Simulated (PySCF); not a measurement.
# Electronic structure of Bi³⁺ (bismuth, charge +3) at the LDA level

Configuration: [Xe] 4f14 5d10 6s2, closed-shell 1S. Computed with PySCF 2.14 in aug-cc-pwCVDZ-PP with ECP60MDF (6s5p4d1f, 48 functions), with scalar relativity through the core potential.

- Total energy: -212.5367 hartree
- One-electron energy: -349.8274 hartree
- Hartree (Coulomb) energy: 153.2620 hartree
- Exchange-correlation energy: -15.9712 hartree
- ⟨S²⟩: 0.0000
- ⟨L²⟩: 0.000
- Sum of ⟨r⟩: 24.00 bohr
- Sum of ⟨r²⟩: 34.24 bohr²

| shell | electrons | mean orbital energy (hartree) | rms radius, mean of both spins (bohr) |
| --- | --- | --- | --- |
| 5s | 2 | -6.82023 | 0.891 |
| 5p | 6 | -4.58847 | 1.02 |
| 5d | 10 | -2.01586 | 1.32 |
| 6s | 2 | -1.48491 | 2.13 |

Energies and moments cover only the electrons outside the core potential. Spin-orbit coupling, which splits the p, d and f shells strongly at this Z, is absent.
